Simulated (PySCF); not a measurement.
H6N3OTa, SMILES [NH]=[Ta]([NH2])([NH2])[OH], multiplicity 1.

The structure is a stationary point at PBE0-D3(BJ)/def2-SVP. The spin state was assumed, not searched. The structure was generated by enumeration; whether it is a known compound was not checked. The def2 effective core potentials stand for the cores of Ta; spin–orbit coupling is left out. Other conformers were not sampled.

Calculation: PySCF with PBE/def2-TZVP.

Symmetry labels are those of the subgroup Cs that the program uses (full group Cs).

Computed valence orbital energies around the gap with their symmetry:
```tsv
orbital	symmetry	energy (eV)
HOMO−7	A'	-9.44
HOMO−6	A"	-9.07
HOMO−5	A'	-7.92
HOMO−4	A"	-7.68
HOMO−3	A'	-6.36
HOMO−2	A"	-6.02
HOMO−1	A'	-5.93
HOMO	A"	-5.51
LUMO	A'	-0.52
LUMO+1	A"	-0.47
LUMO+2	A'	-0.21
LUMO+3	A'	-0.06
```
